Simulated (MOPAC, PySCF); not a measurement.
AlBr3, SMILES `[Br][Al]([Br])[Br]`, neutral singlet in the gas phase. 

Z-matrix (Å, degrees):
```
Al
Br 1 2.2294
Br 1 2.2294 2 120.00
Br 1 2.2294 2 120.00 3 -180.00
```
Charge 0, spin multiplicity 1.

All levels are single points at this geometry (PBE0-D4/def2-TZVP); Pople sets use spherical d functions. Orbital energies aren't observables, and empty levels follow the basis.

HF/STO-3G in PySCF gives gap (eV) = 15.06.

Problem. Estimate the gap (eV) from each of these levels: B3LYP-D3(BJ)/def2-TZVP in PySCF; PBE0-D4/def2-TZVP in PySCF; B3LYP/6-311+G** (LANL2DZ on Br) in PySCF; B3LYP/6-31G* in PySCF; AM1 in MOPAC.

Solution. 
```json
[
 {"level": "B3LYP-D3(BJ)/def2-TZVP in PySCF", "gap (eV)": "6.55"},
 {"level": "PBE0-D4/def2-TZVP in PySCF", "gap (eV)": "7.08"},
 {"level": "B3LYP/6-311+G** (LANL2DZ on Br) in PySCF", "gap (eV)": "6.42"},
 {"level": "B3LYP/6-31G* in PySCF", "gap (eV)": "6.46"},
 {"level": "AM1 in MOPAC", "gap (eV)": "9.11"}
]
```
